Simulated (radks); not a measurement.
Species: the nitrogen ion N+. Configuration: [He] 2s2 2p2.

Method: Dirac Kohn-Sham, PBE, spin-unpolarised, spherical densities, point nucleus; open shells fill j = l - 1/2 first; computed with a radial shooting solver on a logarithmic mesh with Libxc functionals.

Energy parts (hartree):
part                      energy
total                  -53.95475
kinetic                 53.87762
electron-nucleus      -123.91023
Hartree                 22.26468
exchange-correlation    -6.18682

Orbitals (lengths in bohr, moments of r in powers of bohr):
| orbital | occ. | eigenvalue (hartree) | <r^2> | <1/r> | small-component weight |
|---|---|---|---|---|---|
| 1s1/2 | 2 | -14.76020 | 0.07133 | 6.642 | 5.87e-04 |
| 2s1/2 | 2 | -1.19269 | 1.855 | 1.164 | 7.06e-05 |
| 2p1/2 | 2 | -0.76059 | 2.061 | 1.045 | 5.90e-05 |
| 2p3/2 | 0 | -0.75970 | 2.065 | 1.043 | 5.89e-05 |

The highest occupied level is 2p1/2 at -20.697 eV. For comparison, the ionisation energy in NIST's Atomic Spectra Database is 29.601 eV (semi-empirical). In exact Kohn-Sham theory the highest level is minus the ionisation energy, but local and semilocal functionals leave it too shallow, through self-interaction and a potential that decays too fast; potentials with the right tail come closer. Summed over all electrons, <r^2> = 7.974 bohr^2, which gives a Langevin (diamagnetic) susceptibility term of -6.32 x 10^-6 cm^3/mol. The density falls to 0.001 e/bohr^3 at r = 3.02 bohr.

Beside tabulated values, note that spin-unpolarised runs miss the spin-polarisation part of the exchange energy of open shells.
